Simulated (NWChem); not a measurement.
# Lowest excitation of ammonium (H4N (+1))

```xyz
5

N      0.0000     0.0000     0.0000
H      0.8428     0.0000     0.5960
H     -0.8428     0.0000     0.5960
H      0.0000     0.8428    -0.5960
H      0.0000    -0.8428    -0.5960
```
Charge +1, spin multiplicity 1.

All runs are NWChem calculations. The geometry was optimised at B3LYP/def2-SVP, a minimum by its harmonic frequencies.

Basis set: aug-cc-pVDZ. CR-EOMCCSD(T) is the triples correction to the same EOM-CCSD root.

```tsv
method	lowest vertical singlet excitation energy (eV)	difference from EOM-CCSD
TDA-LDA (SVWN5)	14.31	-1.10
CIS	15.95	+0.54
TD-PBE	14.25	-1.16
EOM-CCSD	15.41	0.00
CR-EOMCCSD(T)	15.39	-0.02
TD-B3LYP	14.56	-0.84
```

The values span 1.70 eV, from TD-PBE (lowest) to CIS (highest). 

The correlated methods keep 1 core orbital frozen. B3LYP has NWChem's definition, with VWN1-RPA local correlation. No row is a measurement; the coupled-cluster row has its own basis-set and correlation limits.
